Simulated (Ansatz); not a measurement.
Calculated with Ansatz (gas phase, PBE0-D4/def2-TZVP geometries, no zero-point term in ΔE). CCSD(T)/CBS is the MP2 limit (def2-TZVPP, def2-QZVPP) plus CCSD(T) − MP2 in def2-TZVPP, frozen cores. This one scheme is used for every species. DFT in def2-TZVPP. For Se outer-core shells are correlated without core-valence functions, which leaves a few kJ/mol of doubt a bond. Scalar relativity is left out up to krypton. One conformer a species, not always the lowest.

Consider the formal exchange of groups at the Si–Se bond: `CO[SiH2][SeH]` + CH₄ → `CO[SiH2]C` + H₂Se.

```
             level  ΔE (kcal/mol)  difference from CCSD(T)/CBS
         revPBE-D4           16.4                         -0.1
           BLYP-D4           16.0                         -0.5
        r2SCANh-D4           16.6                          0.1
        r2SCAN0-D4           16.6                          0.1
      CAM-B3LYP-D4           15.1                         -1.4
           ωB97M-V           15.5                         -1.0
          PBE-QIDH           16.6                          0.1
              BLYP           15.8                         -0.7
           r2SCANh           16.5                          0.0
           r2SCAN0           16.5                          0.0
         CAM-B3LYP           14.9                         -1.6
RPA@PBE/def2-TZVPP           14.6                         -1.9
      MP2/def2-SVP           15.6                         -0.9
     CCSD/def2-SVP           14.3                         -2.2
     HF/def2-TZVPP           15.8                         -0.7
    MP2/def2-QZVPP           17.3                          0.8
       CCSD(T)/CBS           16.5                            0
```

Largest T1 diagnostic among the species: 0.010.

Leaving LDA and LC-ωPBE aside and taking each functional with its dispersion term where it has one, the values spread over 1.5 kcal/mol, from CAM-B3LYP-D4 to PBE-QIDH. LDA lies −1.2 kcal/mol from PBE without D4. At CCSD(T), def2-SVP lies −2.0 kcal/mol from the extrapolated value and def2-TZVPP −1.0 kcal/mol.
